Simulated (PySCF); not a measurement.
## Calculated data, AlBFH2O, C2H9BSi, CH6AlBSi

Calculation on a computer-drawn molecule: optimised geometry and harmonic frequencies of an isolated molecule of the commonest isotopes, restricted reference for singlets and unrestricted otherwise, frozen core in MP2. Program: PySCF 2.14.0.

Common to all runs: charge 0; basis cc-pV(D+d)Z.

(1) AlBFH2O

Start structure:
```xyz
6
AlBFH2O
O      0.1822    -0.3803    -0.9765
B      0.3779     0.4560     0.0662
Al    -1.3219     0.8355     1.3966
F     -2.1397     2.2745     1.1856
H      0.9571    -0.5400    -1.4970
H      1.4823     0.9086     0.2656
```

```
multiplicity                                  : 2
method                                        : MP2
rotational constants                          : 19.28, 2.491, 2.403 GHz
total energy                                  : -442.6519 hartree
spin squared                                  : 0.7717
convergence status largest gradient component : 2.582e-05 hartree/bohr
```

Drawn bonds:
| atom | other atom | order |
| --- | --- | --- |
| 1 | 2 | 1 |
| 2 | 3 | 1 |
| 3 | 4 | 1 |
| 1 | 5 | 1 |
| 2 | 6 | 1 |

Optimised structure:
```xyz
6
AlBFH2O
O      0.1672    -0.3969    -0.9850
B      0.3755     0.4556     0.0622
Al    -1.3197     0.8363     1.3854
F     -2.1568     2.2911     1.2085
H      0.9830    -0.5385    -1.4896
H      1.4888     0.9068     0.2589
```

Modes:
| frequency (cm⁻¹) | reduced mass (dalton) |
| --- | --- |
| 46.75 | 5.122 |
| 153.1 | 4.173 |
| 205.6 | 7.199 |
| 474.3 | 3.433 |
| 565.3 | 1.497 |
| 798.5 | 17.43 |
| 882.5 | 1.311 |
| 991.2 | 1.02 |
| 1190 | 1.694 |
| 1315 | 4.1 |
| 2573 | 1.092 |
| 3815 | 1.066 |

(2) C2H9BSi

Start structure:
```xyz
13
C2H9BSi
C     -0.0580    -0.7397    -0.9761
B      0.2509     0.2974     0.0929
Si     0.4526     2.1635    -0.3589
C      2.3114     2.5688    -0.4770
H     -1.1480    -1.0227    -0.9583
H      0.3350    -1.8507    -0.7673
H      0.1079    -0.4527    -1.9602
H      0.3740    -0.0707     1.2424
H     -0.1344     2.5705    -1.7186
H     -0.1477     3.1198     0.6552
H      2.8093     2.4258     0.4346
H      2.4497     3.6471    -0.7749
H      2.7550     2.0391    -1.2684
```

```
multiplicity                                  : 1
method                                        : HF
rotational constants                          : 15.29, 2.375, 2.188 GHz
total energy                                  : -394.5889 hartree
convergence status largest gradient component : 1.919e-05 hartree/bohr
```

Drawn bonds:
| atom | other atom | order |
| --- | --- | --- |
| 1 | 2 | 1 |
| 2 | 3 | 1 |
| 3 | 4 | 1 |
| 1 | 5 | 1 |
| 1 | 6 | 1 |
| 1 | 7 | 1 |
| 2 | 8 | 1 |
| 3 | 9 | 1 |
| 3 | 10 | 1 |
| 4 | 11 | 1 |
| 4 | 12 | 1 |
| 4 | 13 | 1 |

Optimised structure:
```xyz
13
C2H9BSi
C     -0.5469    -0.8331    -0.8216
B      0.4906     0.1394    -0.1411
Si     0.7263     2.0956    -0.6996
C      2.3994     2.8414    -0.2407
H     -1.0084    -1.5290    -0.1154
H      0.0468    -1.4537    -1.5122
H     -1.3239    -0.3489    -1.4166
H      1.1818    -0.3142     0.7380
H      0.5078     2.2454    -2.1661
H     -0.3557     2.8720    -0.0256
H      2.5687     2.7782     0.8378
H      2.4564     3.8933    -0.5323
H      3.2147     2.3092    -0.7392
```

Modes:
| frequency (cm⁻¹) | reduced mass (dalton) |
| --- | --- |
| 29.07 | 2.128 |
| 102.1 | 1.086 |
| 142 | 2.472 |
| 172.4 | 1.091 |
| 280.1 | 2.713 |
| 406.1 | 1.189 |
| 579.1 | 2.587 |
| 591.8 | 1.074 |
| 668.1 | 1.187 |
| 716 | 2.509 |
| 759 | 1.357 |
| 893.4 | 1.269 |
| 927.9 | 1.687 |
| 956 | 1.27 |
| 961.4 | 1.295 |
| 1016 | 1.071 |
| 1069 | 2.21 |
| 1213 | 1.574 |
| 1390 | 1.244 |
| 1427 | 1.303 |
| 1534 | 1.048 |
| 1555 | 1.051 |
| 1557 | 1.05 |
| 1571 | 1.072 |
| 2247 | 1.046 |
| 2263 | 1.033 |
| 2651 | 1.091 |
| 3124 | 1.053 |
| 3166 | 1.035 |
| 3207 | 1.078 |
| 3246 | 1.101 |
| 3252 | 1.104 |
| 3252 | 1.102 |

(3) CH6AlBSi

Start structure:
```xyz
10
CH6AlBSi
Al    -1.5658     1.2775    -0.4822
C     -1.5586    -0.6618    -0.0663
B     -1.2068    -1.1257    -1.2579
Si    -0.6964    -1.7014    -3.0862
H     -2.8714     2.0384    -0.9679
H     -0.3300     2.1863    -0.3948
H     -1.8012    -0.9230     1.0077
H     -1.7740    -1.3754    -4.1068
H     -0.5082    -3.2158    -3.2331
H      0.5070    -1.1201    -3.5704
```

```
multiplicity                                  : 1
method                                        : HF
rotational constants                          : 12.82, 1.641, 1.48 GHz
total energy                                  : -596.8502 hartree
convergence status largest gradient component : 2.884e-05 hartree/bohr
```

Drawn bonds:
| atom | other atom | order |
| --- | --- | --- |
| 1 | 2 | 1 |
| 2 | 3 | 2 |
| 3 | 4 | 1 |
| 1 | 5 | 1 |
| 1 | 6 | 1 |
| 2 | 7 | 1 |
| 4 | 8 | 1 |
| 4 | 9 | 1 |
| 4 | 10 | 1 |

Optimised structure:
```xyz
10
CH6AlBSi
Al    -1.6717     1.3716    -0.4241
C     -1.7482    -0.5499    -0.2118
B     -1.2791    -1.1168    -1.3725
Si    -0.5605    -1.7783    -3.1359
H     -2.1452     2.3282     0.7404
H     -1.1270     1.9747    -1.7844
H     -2.1185    -0.9763     0.7113
H     -1.4586    -1.3892    -4.2445
H     -0.4876    -3.2555    -3.0562
H      0.7910    -1.2297    -3.3801
```

Modes:
| frequency (cm⁻¹) | reduced mass (dalton) |
| --- | --- |
| 23.92 | 1.114 |
| 68.82 | 4.483 |
| 178.3 | 1.098 |
| 264.5 | 3.071 |
| 308.6 | 2.688 |
| 438.8 | 1.359 |
| 549.6 | 2.949 |
| 602.1 | 1.108 |
| 645.5 | 1.918 |
| 651.2 | 1.266 |
| 671.9 | 1.328 |
| 711 | 2.696 |
| 839 | 1.083 |
| 867.5 | 1.322 |
| 991.1 | 1.102 |
| 1018 | 1.037 |
| 1029 | 1.036 |
| 1668 | 8.478 |
| 1967 | 1.047 |
| 1990 | 1.037 |
| 2315 | 1.044 |
| 2325 | 1.051 |
| 2328 | 1.025 |
| 3373 | 1.096 |
